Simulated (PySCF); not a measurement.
**Continuum solvent and chemical shifts**

Mapped SMILES: `[SiH3:1][CH2:2][SiH:3]1[CH2:4][CH:5]=[CH:6][CH2:7]1`. Hydrogens are named by the atom that carries them. Ha(C4), Ha(C7) are cis to C2 on the ring; Hb(C4), Hb(C7) are trans to C2 on the ring.

GIAO PBE0/pcSseg-1 in PySCF on one PBE0-D3(BJ)/def2-SVP conformer, non-relativistic, equivalent nuclei averaged. Solvents enter as an IEF-PCM continuum (benzene with ε = 2.3, dichloromethane with ε = 8.9) around the gas-phase geometry. Shifts are referred to TMS computed in the same medium.

In benzene, δ in ppm: Si3 0.7, Si1 -69.9, C5/C6 141.3, C4/C7 18.8, C2 -9.5, H(C5)/H(C6) 6.09, H(Si3) 4.46, H(Si1) 3.94, Hb(C4)/Hb(C7) 1.72, Ha(C4)/Ha(C7) 1.46, H(C2) -0.08. Dipole moment 0.96 D.

(1) How does each δ change in the more polar medium?

(2) Which nuclei move most (in ppm), and what does the model miss?

Results:

(1) 
```csv
atoms,environment,"Δδ, dichloromethane"
Si3,"silicon bonded to 3 C, H, in a 5-membered ring",+0.3
Si1,"silicon bonded to C, 3 H",+0.3
C5/C6,alkene CH,+0.6
C4/C7,allylic sp3 CH2 bonded to Si,+0.3
C2,sp3 CH2 bonded to 2 Si,+0.2
H(C5)/H(C6),hydrogen on an alkene CH,+0.04
H(Si3),"hydrogen on a silicon bonded to 3 C, in a 5-membered ring",-0.07
H(Si1),hydrogen on a silicon bonded to C,-0.04
Hb(C4)/Hb(C7),hydrogen on an allylic sp3 CH2 bonded to Si,+0.01
Ha(C4)/Ha(C7),hydrogen on an allylic sp3 CH2 bonded to Si,+0.04
H(C2),hydrogen on an sp3 CH2 bonded to 2 Si,+0.09
```

Changes are relative to benzene. The dipole moment becomes 1.08 D in dichloromethane.

(2) C5/C6 (alkene CH, +0.6 ppm) in dichloromethane. A continuum only polarises the solute; specific hydrogen bonds, the anisotropy of aromatic solvents and changes of geometry or conformer are outside it.
